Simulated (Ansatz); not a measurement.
A run of Ansatz (development build ahead of 0.2.0) on doublet MnBH at this shape:

| atom | x (Å) | y (Å) | z (Å) |
| --- | --- | --- | --- |
| Mn | 0.0000 | 0.0000 | 0.0000 |
| H | 0.0000 | 1.5640 | 0.0000 |
| B | 0.0000 | -2.0516 | 0.0000 |

Its results:

| Item | Value |
| --- | --- |
| Converged | yes |
| Total energy | -1176.13671 hartree |
| Spin squared of the determinant | 0.750 |
| Stability test | minimum among restricted orbitals |

Q: Which input gives this output? Name the method, the orbitals and the basis set, and write the input.

A: r²SCAN (restricted open-shell) in pcseg-2.

```yaml
crystal:
  periodic: [false, false, false]
  atoms:
    - { symbol: Mn, position_ang: [0.0, 0.0, 0.0] }
    - { symbol: H, position_ang: [0.0, 1.564, 0.0] }
    - { symbol: B, position_ang: [0.0, -2.0516, 0.0] }
basis:
  gaussian: { orbitals: pcseg-2 }
magnetization:
  initial_magnetization: 1
hamiltonian:
  xc: r2scan
```

Caution: no unrestricted run beside it, a lower state can exist; other spin multiplicities were not run.
